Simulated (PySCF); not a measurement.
Work out the structure from these simulated measurements.

Formula: C5H11OP2; charge +1.

* 13C NMR: chemical shifts (computed TMS as zero) by class: 160.7 (1 C), 72.0 (1 C), 63.2 (1 C), 5.8 (1 C), 5.1 (1 C) ppm [GIAO CAM-B3LYP/pcSseg-1]
* Rotational structure: rotational constants A, B, C: 2.473, 0.604, 0.537 GHz [PBE0-D3(BJ)/def2-SVP]
* UV, strongest line: among the 10 lowest singlet transitions: S6 at 6.21 eV (200 nm, f = 0.215) [TDDFT wB97X-D/def2-SVPD]
* UV, first state: lowest singlet excitation: 4.15 eV (299 nm, f = 0.003) [TDDFT wB97X-D/def2-SVPD]
* Triplet: lowest triplet excitation (Tamm–Dancoff): 3.91 eV [TDA wB97X-D/def2-SVPD]
* 1H NMR: chemical shifts (computed TMS as zero) by class: 6.60 (2 H), 4.21 (2 H), 2.21 (3 H), 1.77 (3 H), 1.11 (1 H) ppm [GIAO CAM-B3LYP/pcSseg-1]
* Valence photoelectron: vertical ionisation energy: 12.46 eV [ΔSCF wB97X-D/def2-SVPD]

Gas-phase values; electronic properties from PySCF, density fitting. Levels stand in brackets. Geometry: PBE0-D3(BJ)/def2-SVP, one conformer, isolated ion. NMR classes are plain means over equivalent atoms (diastereotopic ones count apart unless rotation or inversion swaps them), as if these changed places fast.

Task: Give a SMILES that accounts for the data.

Result: Numbering: `[CH3:1][PH2+:2][C:3]#[C:4][P:5]([CH3:6])[CH2:7][OH:8]`. 5 carbons fall into 5 classes; from least to most shielded: alkyne carbon [C4] (160.7 ppm), alkyne carbon [C3] (72.0 ppm), carbinol carbon (C–OH) [C7] (63.2 ppm), sp3 carbon bound to phosphorus [C1] (5.8 ppm), sp3 carbon bound to phosphorus [C6] (5.1 ppm). Hydrogen classes from least to most shielded: 2 H on a phosphonium phosphorus, P2 (6.60 ppm), 2 H on a carbinol carbon (C–OH), C7 (4.21 ppm), 3 H on an sp3 carbon bound to phosphorus, C1 (2.21 ppm), 3 H on an sp3 carbon bound to phosphorus, C6 (1.77 ppm, a mean of values up to 1.6 ppm apart in this geometry), 1 H on an alcohol oxygen, O8 (1.11 ppm). S1 is mainly HOMO→LUMO (weight 0.90); the largest Löwdin shares of the orbital it empties are 0.51 on the phosphine phosphorus, 0.11 on an alkyne carbon, 0.10 on an alkyne carbon and 0.09 on an sp3 carbon bound to phosphorus, of the orbital it fills 0.26 on an alkyne carbon, 0.22 on the phosphonium phosphorus, 0.22 on an alkyne carbon and 0.08 on a P–H hydrogen. The optimised geometry has point group C1 and is an asymmetric top. Structure: `C[PH2+]C#CP(C)CO`. The assignments are read from this structure; whether some other isomer fits the data as well wasn't checked.

Conformer computed: `[CH3:1][PH2+:2][C:3]#[C:4][P:5]([CH3:6])[CH2:7][OH:8]`: C4–P5–C7–O8 53°, H–O8–C7–P5 163°.
